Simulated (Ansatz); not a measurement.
A geometry relaxed with r2SCAN-D4/def2-TZVP in Ansatz (a quantum-chemistry and plane-wave program), charge 0, multiplicity 1:

```xyz
6

H      2.0517     0.0735    -0.5909
Ge    -0.5511     0.0237     0.0714
H     -0.9826    -0.6990    -1.2104
S      1.5710    -0.4435     0.5527
H     -1.3454    -0.4906     1.2727
H     -0.7436     1.5359    -0.0954
```

**Question.** Write the SMILES of this molecule.

**Answer.** `[SH][GeH3]`
